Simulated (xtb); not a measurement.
A run for xtb: GFN2-xTB on CH5BOSe (SMILES COB[SeH]), a point of a torsion scan.

```
$ xtb mol.xyz --gfn 2 --opt vtight --chrg 0 --uhf 0 --input xcontrol
9

C     -1.08347744    -0.64858540    -0.07902999
O     -0.25594517     0.00666027    -0.98581397
B     -0.92039676     0.20193870    -2.28174471
Se    -2.40541777     1.57239448    -2.31025480
H     -0.64520086    -1.61477643     0.27275238
H     -2.03286550    -0.93344685    -0.57867332
H     -1.24943962    -0.04260353     0.84179440
H     -0.95490819    -0.75803658    -2.98598878
H     -1.80507658     2.88748957    -1.76866392
$constrain
  force constant=1.0
  dihedral: 5,1,2,3,120.0
$end
```

The log:

```
[...]
           -------------------------------------------------
          |                Calculation Setup                |
           -------------------------------------------------



           -------------------------------------------------
          |                 G F N 2 - x T B                 |
           -------------------------------------------------

        Reference                      10.1021/acs.jctc.8b01176
      * Hamiltonian:
        H0-scaling (s, p, d)           1.850000    2.230000    2.230000
        zeta-weighting                 0.500000
      * Dispersion:
        s8                             2.700000
        a1                             0.520000
        a2                             5.000000
        s9                             5.000000
      * Repulsion:
        kExp                           1.500000    1.000000
        rExp                           1.000000
      * Coulomb:
        alpha                          2.000000
        third order                    shell-resolved
        anisotropic                    true
        a3                             3.000000
        a5                             4.000000
        cn-shift                       1.200000
        cn-exp                         4.000000
        max-rad                        5.000000


          ...................................................
          :                      SETUP                      :
          :.................................................:
          :  # basis functions                  27          :
          :  # atomic orbitals                  26          :
          :  # shells                           14          :
          :  # electrons                        24          :
          :  max. iterations                   250          :
          :  Hamiltonian                  GFN2-xTB          :
          :  restarted?                      false          :
          :  GBSA solvation                  false          :
          :  PC potential                    false          :
          :  electronic temp.          300.0000000     K    :
          :  accuracy                    1.0000000          :
          :  -> integral cutoff          0.2500000E+02      :
          :  -> integral neglect         0.1000000E-07      :
          :  -> SCF convergence          0.1000000E-05 Eh   :
          :  -> wf. convergence          0.1000000E-03 e    :
          :  Broyden damping             0.4000000          :
          :  net charge                          0          :
          :  unpaired electrons                  0          :
          ...................................................

 iter      E             dE          RMSdq      gap      omega  full diag
   1    -12.9372213 -0.129372E+02  0.873E+00    4.45       0.0  T
   2    -12.9983156 -0.610943E-01  0.766E+00    1.34       1.0  T
   3    -13.1903970 -0.192081E+00  0.462E+00    3.32       1.0  T
   4    -13.2335434 -0.431464E-01  0.242E+00    2.66       1.0  T
   5    -13.2221036  0.114398E-01  0.118E+00    2.93       1.0  T
   6    -13.2340583 -0.119547E-01  0.344E-01    2.56       1.0  T
   7    -13.2340755 -0.171778E-04  0.886E-02    2.53       1.0  T
   8    -13.2340805 -0.500840E-05  0.458E-02    2.53       1.0  T
   9    -13.2340825 -0.202769E-05  0.261E-02    2.54       1.3  T
  10    -13.2340835 -0.973695E-06  0.737E-03    2.54       4.5  T
  11    -13.2340835 -0.233209E-07  0.144E-03    2.54      23.1  T
  12    -13.2340835  0.785406E-08  0.118E-03    2.54      28.2  T
  13    -13.2340835 -0.929382E-08  0.296E-04    2.54     112.8  T
  14    -13.2340835 -0.344539E-09  0.129E-04    2.54     259.2  T

   *** convergence criteria satisfied after 14 iterations ***

         #    Occupation            Energy/Eh            Energy/eV
      -------------------------------------------------------------
         1        2.0000           -0.7475514             -20.3419
       ...           ...                  ...                  ...
         6        2.0000           -0.5402189             -14.7001
         7        2.0000           -0.5102626             -13.8850
         8        2.0000           -0.4767779             -12.9738
         9        2.0000           -0.4604249             -12.5288
        10        2.0000           -0.4473503             -12.1730
        11        2.0000           -0.4046323             -11.0106
        12        2.0000           -0.3915768             -10.6553 (HOMO)
        13                         -0.2981152              -8.1121 (LUMO)
        14                         -0.2049407              -5.5767
        15                         -0.1232957              -3.3550
        16                         -0.0319360              -0.8690
        17                          0.0059785               0.1627
       ...                                ...                  ...
        26                          0.7551951              20.5499
      -------------------
[...]

 molecular gradient             ...        0 min,  0.002 sec ( 46.285%)
 printout                       ...        0 min,  0.000 sec (  2.266%)

         :::::::::::::::::::::::::::::::::::::::::::::::::::::
         ::                     SUMMARY                     ::
         :::::::::::::::::::::::::::::::::::::::::::::::::::::
         :: total energy             -13.218298943893 Eh    ::
         :: gradient norm              0.000101321083 Eh/a0 ::
         :: HOMO-LUMO gap              4.564214583114 eV    ::
         ::.................................................::
         :: SCC energy               -13.318490415723 Eh    ::
         :: -> isotropic ES            0.042907884547 Eh    ::
         :: -> anisotropic ES         -0.001382856990 Eh    ::
         :: -> anisotropic XC          0.001090368596 Eh    ::
         :: -> dispersion             -0.004171496728 Eh    ::
         :: repulsion energy           0.100191470616 Eh    ::
         :: add. restraining           0.000000001214 Eh    ::
         :: total charge              -0.000000000000 e     ::
         :::::::::::::::::::::::::::::::::::::::::::::::::::::

           -------------------------------------------------
          |                Property Printout                |
           -------------------------------------------------

    * Orbital Energies and Occupations

         #    Occupation            Energy/Eh            Energy/eV
      -------------------------------------------------------------
         1        2.0000           -0.7352118             -20.0061
         2        2.0000           -0.7221725             -19.6513
         3        2.0000           -0.6544845             -17.8094
         4        2.0000           -0.5877164             -15.9926
         5        2.0000           -0.5651486             -15.3785
         6        2.0000           -0.5646618             -15.3652
         7        2.0000           -0.5060001             -13.7690
         8        2.0000           -0.4729507             -12.8696
         9        2.0000           -0.4716839             -12.8352
        10        2.0000           -0.4545334             -12.3685
        11        2.0000           -0.4183655             -11.3843
        12        2.0000           -0.3810879             -10.3699 (HOMO)
        13                         -0.2133561              -5.8057 (LUMO)
        14                         -0.1845394              -5.0216
        15                         -0.0648274              -1.7640
        16                         -0.0039778              -0.1082
        17                          0.0121594               0.3309
        18                          0.0983149               2.6753
        19                          0.1002233               2.7272
        20                          0.1193927               3.2488
        21                          0.1700677               4.6278
        22                          0.1803347               4.9072
        23                          0.3107786               8.4567
       ...                                ...                  ...
        26                          0.9962249              27.1087
      -------------------------------------------------------------
                  HL-Gap            0.1677318 Eh            4.5642 eV
             Fermi-level           -0.2972220 Eh           -8.0878 eV

     #   Z          covCN         q      C6AA      α(0)
     1   6 C        3.639     0.032    20.393     6.495
     2   8 O        1.656    -0.300    19.013     5.886
     3   5 B        2.642     0.380    16.245     6.799
     4  34 Se       1.843    -0.324   246.820    27.376
     5   1 H        0.924     0.060     2.194     2.316
     6   1 H        0.924     0.042     2.421     2.433
     7   1 H        0.924     0.061     2.191     2.315
     8   1 H        0.937    -0.116     6.168     3.883
     9   1 H        0.925     0.165     1.296     1.780

 Mol. C6AA /au·bohr⁶  :       1339.628760
 Mol. C8AA /au·bohr⁸  :      52571.180449
 Mol. α(0) /au        :         59.284460


Wiberg/Mayer (AO) data.
largest (>0.10) Wiberg bond orders for each atom

 ---------------------------------------------------------------------------
     #   Z sym  total        # sym  WBO       # sym  WBO       # sym  WBO
 ---------------------------------------------------------------------------
     1   6 C    3.940 --     6 H    0.981     7 H    0.976     5 H    0.976
                             2 O    0.970
     2   8 O    2.364 --     3 B    1.312     1 C    0.970
     3   5 B    3.384 --     2 O    1.312     4 Se   1.063     8 H    0.962
     4  34 Se   2.097 --     3 B    1.063     9 H    0.955
     5   1 H    0.996 --     1 C    0.976
     6   1 H    0.998 --     1 C    0.981
     7   1 H    0.996 --     1 C    0.976
     8   1 H    0.986 --     3 B    0.962
     9   1 H    0.973 --     4 Se   0.955
 ---------------------------------------------------------------------------

Topologies differ in total number of bonds
Writing topology from bond orders to xtbtopo.mol

molecular dipole:
                 x           y           z       tot (Debye)
 q only:        0.206      -0.556       0.899
   full:        0.337      -1.175       1.281       4.501
molecular quadrupole (traceless):
                xx          xy          yy          xz          yz          zz
 q only:        1.939       2.315       3.681      -4.658       3.984      -5.620
  q+dip:        5.526       6.310       1.471      -7.756      12.114      -6.997
   full:        5.232       6.081       1.974      -7.639      11.278      -7.205

           -------------------------------------------------
          |                Geometry Summary                 |
           -------------------------------------------------

      molecular mass/u    :      122.8202612
   center of mass at/Å    :       -1.5756022       1.2808889      -2.2126910
  moments of inertia/u·Å² :        0.1443721E+02   0.2916132E+03   0.3028589E+03
rotational constants/cm⁻¹ :        0.1167652E+01   0.5780819E-01   0.5566167E-01

 * 8 selected distances

     #   Z          #   Z                                           value/Å
     1   6 C        2   8 O                                       1.4060400
     2   8 O        3   5 B                                       1.3238582
     3   5 B        4  34 Se                                      1.9243365 (max)
     1   6 C        5   1 H                                       1.0919617 (min)
     1   6 C        6   1 H                                       1.0924710
     1   6 C        7   1 H                                       1.0919626
     3   5 B        8   1 H                                       1.1750929
     4  34 Se       9   1 H                                       1.4354126

 * 6 distinct bonds (by element types)

   Z      Z             #   av. dist./Å        max./Å        min./Å
   1 H    5 B           1     1.1750929     1.1750929     1.1750929
   1 H    6 C           3     1.0921318     1.0924710     1.0919617
   5 B    8 O           1     1.3238582     1.3238582     1.3238582
   6 C    8 O           1     1.4060400     1.4060400     1.4060400
Note: The following floating-point exceptions are signalling: IEEE_UNDERFLOW_FLAG IEEE_DENORMAL
normal termination of xtb
   1 H   34 Se          1     1.4354126     1.4354126     1.4354126
   5 B   34 Se          1     1.9243365     1.9243365     1.9243365


optimized geometry written to: xtbopt.xyz


           -------------------------------------------------
          | TOTAL ENERGY              -13.218298943893 Eh   |
          | GRADIENT NORM               0.000101321083 Eh/α |
          | HOMO-LUMO GAP               4.564214583114 eV   |
           -------------------------------------------------

------------------------------------------------------------------------
------------------------------------------------------------------------
 total:
 SCF:
 ANC optimizer:
```

The run finished.

Warnings raised: the energy holds the restraint's term.

Cost: roughly 0.24 core-seconds.
